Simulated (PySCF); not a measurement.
## How good is the calculation?

Bonds (- single, = double, # triple, : aromatic): O1=C2 1.183 Å, C2-F3 1.349 Å, C2-C4 1.471 Å, C4:C5 1.392 Å, C5:C6 1.385 Å, C6:C7 1.388 Å, C7:C8 1.389 Å, C8:C9 1.382 Å, C9:C4 1.393 Å. C5 carries H10; C6 carries H11; C7 carries H12; C8 carries H13; C9 carries H14.

Method: coordinates at the PBE0-D3(BJ)/def2-TZVP level, shielding tensors at PBE0/pcSseg-2 (GIAO), in PySCF 2.14.0 with density-fitted response routines (fast rotation and ring inversion assumed for equivalent nuclei, no relativistic terms, one computed conformer, isolated molecule).

Reference values: measured (solution, CDCl3; Marie Gonay, Chloé Batisse, Jean-François Paquin, Synthesis of Acyl Fluorides from Carboxylic Acids Using NaF-Assisted Deoxofluorination with XtalFluor-E, J. Org. Chem. 2020, 85, 10253−10260).
```csv
atoms,quantity,reference,computed,"computed, scaled"
F3,δ ¹⁹F vs CFCl3,18.0,13.5,5.9
```

Reference values: measured (solution; E. Pretsch, P. Bühlmann, M. Badertscher, Structure Determination of Organic Compounds, 4th ed., Springer 2009).
| atoms | quantity | reference | computed | computed, scaled |
| --- | --- | --- | --- | --- |
| F3 | δ ¹⁹F vs CFCl3 | 17.0 | 13.5 | 5.9 |

Reference values: estimated from measurements, as parent shift plus tabulated substituent increment (solution, not stated per compound (mostly CDCl3 or CCl4); Pretsch, Buehlmann, Badertscher, Structure Determination of Organic Compounds, 4th ed. (2009)).
```
  atoms  quantity  reference  computed  computed, scaled
H10/H14      δ ¹H       8.05      8.59              8.13
    H12      δ ¹H       7.72      8.01              7.60
H11/H13      δ ¹H       7.55      7.85              7.45
```

Computed shifts are σ(ref) − σ with the named reference compound (TMS for H and C) calculated as an isolated molecule at the same level. The measured values may be among those fitted. Expected solution values come from regression of measured δ (H and C: mostly CDCl3, vs TMS) on computed σ: ¹H (scatter 0.15 ppm rms, 0.16 ppm with the 5 outliers that the fit left out); ¹⁹F (scatter 3.6 ppm rms, 5.4 ppm with the 11 outliers that the fit left out vs CFCl3, solution or neat liquid, with a term for F on sp3 carbon). A few per cent of atoms miss by over 2 rms, more outside the fitted compound classes.

Task: How far are the unscaled ¹⁹F shifts from the references?

Result: Mean signed difference -4.00 ppm, mean absolute 4.00 ppm over 2 comparisons; the largest is -4.5 ppm at F3 (fluorine bonded to C).

Task: How far are the unscaled ¹H shifts from the references?

Result: Mean signed difference +0.38 ppm, mean absolute 0.38 ppm over 3 comparisons; the largest is +0.54 ppm at H10/H14 (hydrogen on an aromatic CH).
